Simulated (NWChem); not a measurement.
Molecule: SbBr2F; SMILES [F][Sb]([Br])[Br]

Computed with NWChem. Geometry: optimised at PBE0/def2-SVP (def2 core potentials past Kr).

### Question
Predict the results for B3LYP/STO-3G (all-electron, non-relativistic). Quantities: highest occupied level (eV); orbital gap (eV); dipole (D).

### Answer
```
Quantity                     Result
---------------------------  ------
highest occupied level (eV)   -4.39
orbital gap (eV)               6.07
dipole (D)                     1.54
```
